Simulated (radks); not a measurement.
La4+, configuration [Kr] 4d10 5s2 5p5 (the NIST ground configuration).

Method: non-relativistic Kohn-Sham, LB94 model potential, spin-polarised, spherical densities, point nucleus; open shells are filled with parallel spins first (spin-orbit coupling, left out, can overturn this in heavy ions); relativity is left out, which matters for an element this heavy; computed with a radial shooting solver on a logarithmic mesh with Libxc functionals.

Energy parts (hartree):
| part | energy |
|---|---|
| kinetic | 8239.3106 |
| electron-nucleus | -19410.1020 |
| Hartree | 3146.3770 |
(The LB94 potential has no energy functional, so no total or exchange-correlation energy is given.)

Orbitals (lengths in bohr, moments of r in powers of bohr; <r^-3> diverges for s and p1/2; r(max) is where P^2 peaks):
| orbital | occ. | eigenvalue (hartree) | <1/r> | <r^2> | <r^-3> | r(max) |
|---|---|---|---|---|---|---|
| 1s down | 1 | -1363.929 | 56.50 | 0.0009470 | - | 0.01765 |
| 1s up | 1 | -1363.929 | 56.50 | 0.0009470 | - | 0.01765 |
| 2s up | 1 | -212.9810 | 13.03 | 0.01525 | - | 0.09714 |
| 2s down | 1 | -212.9796 | 13.03 | 0.01525 | - | 0.09714 |
| 2p up | 3 | -201.5077 | 13.07 | 0.01140 | 6221 | 0.07576 |
| 2p down | 3 | -201.5053 | 13.07 | 0.01140 | 6221 | 0.07576 |
| 3s up | 1 | -47.15956 | 4.813 | 0.1020 | - | 0.2745 |
| 3s down | 1 | -47.15828 | 4.813 | 0.1020 | - | 0.2745 |
| 3p up | 3 | -42.16731 | 4.752 | 0.09660 | 1202 | 0.2613 |
| 3p down | 3 | -42.16582 | 4.751 | 0.09661 | 1202 | 0.2613 |
| 3d up | 5 | -32.84065 | 4.638 | 0.07936 | 200.3 | 0.2107 |
| 3d down | 5 | -32.83934 | 4.638 | 0.07937 | 200.3 | 0.2107 |
| 4s up | 1 | -10.74826 | 2.024 | 0.5277 | - | 0.6365 |
| 4s down | 1 | -10.74552 | 2.023 | 0.5283 | - | 0.6366 |
| 4p up | 3 | -8.91189 | 1.935 | 0.5647 | 255.3 | 0.6479 |
| 4p down | 3 | -8.91020 | 1.933 | 0.5655 | 255.0 | 0.6481 |
| 4d down | 5 | -5.69629 | 1.736 | 0.6676 | 35.37 | 0.6709 |
| 4d up | 5 | -5.69563 | 1.737 | 0.6665 | 35.44 | 0.6706 |
| 5s up | 1 | -2.86743 | 0.8446 | 2.753 | - | 1.439 |
| 5s down | 1 | -2.86328 | 0.8496 | 2.731 | - | 1.434 |
| 5p up | 3 | -2.33471 | 0.7601 | 3.344 | 44.53 | 1.566 |
| 5p down | 2 | -2.32616 | 0.7651 | 3.318 | 45.40 | 1.559 |

The highest occupied level is 5p down at -63.298 eV. The spin density at the nucleus is -0.5206 e/bohr^3 (1s -0.0950, 2s 0.1076, 3s 0.1133, 4s 0.2716, 5s -0.9182). Summed over all electrons, <r^2> = 34.95 bohr^2, which gives a Langevin (diamagnetic) susceptibility term of -27.7 x 10^-6 cm^3/mol. Spin moment in Bohr magnetons: 1. The electron density at the nucleus is 1.313e+05 e/bohr^3.
